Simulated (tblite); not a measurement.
C5H12O2P (charge -1).
Numbering: `[CH3:1][C:2]([CH3:3])([CH3:4])[P@@:5]([CH3:6])(=[O:7])[O-:8]` (hydrogens: H9, H10, H11 on C1; H12, H13, H14 on C3; H15, H16, H17 on C4; H18, H19, H20 on C6)
Bond orders are those of one Lewis drawing.

Computed with GFN2-xTB (tblite), gas phase: L-BFGS steps from a force-field or distance-geometry start until the largest atomic force falls under 0.01 eV/Å.

At the end of the run (lengths in Å): P5–C6 1.873, C1–C2 1.521, P5–O8 1.492, C2–C4 1.519, C3–H13 1.094, C1–H10 1.089, P5=O7 1.492, C1–C2–P5 102.7°, O7–P5–O8 118.9°, C3–C2–C4 111.8°, C6–P5–O7 108.5°, C1–C2–P5–C6 180°, H15–C4–C2–C1 -67°, H12–C3–C2–C1 -173°.

Question: These geometries were met on the way; a selection of coordinates is given. Order them by energy above the end point, lowest first.
A. P5–C6 1.881, C1–C2 1.521, P5–O8 1.495, C2–C4 1.522, C3–H13 1.091, C1–H10 1.085, P5=O7 1.490, C1–C2–P5 105.9°, O7–P5–O8 119.2°, C3–C2–C4 110.3°, C6–P5–O7 108.0°, C1–C2–P5–C6 180°, H15–C4–C2–C1 -62°, H12–C3–C2–C1 -178°
B. P5–C6 1.877, C1–C2 1.519, P5–O8 1.492, C2–C4 1.517, C3–H13 1.093, C1–H10 1.088, P5=O7 1.491, C1–C2–P5 103.8°, O7–P5–O8 119.0°, C3–C2–C4 111.5°, C6–P5–O7 108.5°, C1–C2–P5–C6 180°, H15–C4–C2–C1 -62°, H12–C3–C2–C1 -178°
C. P5–C6 1.862, C1–C2 1.532, P5–O8 1.492, C2–C4 1.526, C3–H13 1.092, C1–H10 1.090, P5=O7 1.490, C1–C2–P5 106.1°, O7–P5–O8 122.0°, C3–C2–C4 110.3°, C6–P5–O7 106.9°, C1–C2–P5–C6 180°, H15–C4–C2–C1 -62°, H12–C3–C2–C1 -178°
D. P5–C6 1.876, C1–C2 1.524, P5–O8 1.490, C2–C4 1.519, C3–H13 1.096, C1–H10 1.090, P5=O7 1.491, C1–C2–P5 105.5°, O7–P5–O8 118.3°, C3–C2–C4 110.5°, C6–P5–O7 108.7°, C1–C2–P5–C6 180°, H15–C4–C2–C1 -62°, H12–C3–C2–C1 -178°
E. P5–C6 1.814, C1–C2 1.539, P5–O8 1.508, C2–C4 1.534, C3–H13 1.108, C1–H10 1.101, P5=O7 1.504, C1–C2–P5 106.7°, O7–P5–O8 122.1°, C3–C2–C4 110.1°, C6–P5–O7 107.4°, C1–C2–P5–C6 180°, H15–C4–C2–C1 -62°, H12–C3–C2–C1 -177°

Answer: B (0.009 eV), D (0.019 eV), A (0.034 eV), C (0.065 eV), E (0.133 eV).

```csv
step,E above end (eV),"rms distance from the end, all atoms (Å)",largest force (eV/Å),rms shift of all bonds from the end (Å)
14,0.009,0.059,0.092,0.002
7,0.019,0.077,0.107,0.002
4,0.034,0.081,0.329,0.003
2,0.065,0.087,0.383,0.005
0,0.133,0.090,1.370,0.017
```

Rows stand in the order of the answer.
